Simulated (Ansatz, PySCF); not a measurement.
Gas-phase reaction in SMILES: CCCC=O -> [CH3] (CH3) + [CH2]CC=O (the C-C bond at the site shown breaks; other sites are not compared here)
Geometries: B3LYP-D3(BJ)/def2-TZVP minima from Ansatz (a quantum-chemistry and plane-wave program), one conformer each, not searched for the lowest. Frequencies are from Ansatz or PySCF.
Geometry of the first species:
```xyz
13

C     -2.2944    -0.2512    -0.0681
C     -0.8848     0.3219    -0.1779
C      0.1826    -0.6725     0.2562
C      1.5963    -0.1668     0.1711
O      1.9164     0.9312    -0.2043
H     -2.4117    -1.1390    -0.6944
H     -3.0416     0.4783    -0.3841
H     -2.5264    -0.5400     0.9600
H     -0.7969     1.2255     0.4291
H     -0.6836     0.6339    -1.2050
H      0.0238    -1.0043     1.2911
H      0.1368    -1.5945    -0.3389
H      2.3708    -0.8981     0.4895
```
Charge 0, spin multiplicity 1.

Quantity: bond dissociation energy (enthalpy at 298 K, with B3LYP-D3(BJ) rigid-rotor harmonic-oscillator terms), in kJ/mol. Correlated levels leave the core frozen unless marked. UHF or UKS for open shells. Spin-orbit coupling is left out. No relativistic terms. CBS marks a two-point X^-3 extrapolation of the correlation energy; Hartree-Fock from the larger set. [CCSD(T)-MP2]/basis is that difference in the basis named.

| level | program | bond dissociation energy (kJ/mol) | minus last row |
|---|---|---|---|
| HF/STO-3G | Ansatz | 353.7 | -22.7 |
| HF/6-31G | Ansatz | 238.2 | -138.2 |
| HF/6-31G* | Ansatz | 256.0 | -120.4 |
| HF/cc-pwCVTZ | Ansatz | 241.9 | -134.5 |
| SVWN5/def2-TZVPD | Ansatz | 440.0 | 63.6 |
| PBE-D4/def2-TZVPD | Ansatz + dftd4 | 368.5 | -7.9 |
| B3LYP-D4/def2-TZVPD | Ansatz + dftd4 | 352.4 | -24.0 |
| BHLYP/def2-TZVPD | Ansatz | 336.3 | -40.1 |
| B2PLYP-D3(BJ)/def2-TZVPD | Ansatz + dftd3 | 361.8 | -14.6 |
| MP2/STO-3G | Ansatz | 491.1 | 114.7 |
| MP2/aug-cc-pVDZ | Ansatz | 380.3 | 3.9 |
| CCSD(T)/aug-cc-pVDZ | Ansatz | 361.9 | -14.5 |
| CCSD(T)/cc-pVTZ | Ansatz | 368.9 | -7.5 |
| RI-MP2/CBS(cc-pVTZ,cc-pVQZ)+[CCSD(T)-MP2]/cc-pVDZ | Ansatz | 377.9 | 1.5 |
| RI-MP2/CBS(cc-pVTZ,cc-pVQZ)+[CCSD(T)-MP2]/cc-pVTZ | Ansatz | 376.4 | 0.0 |
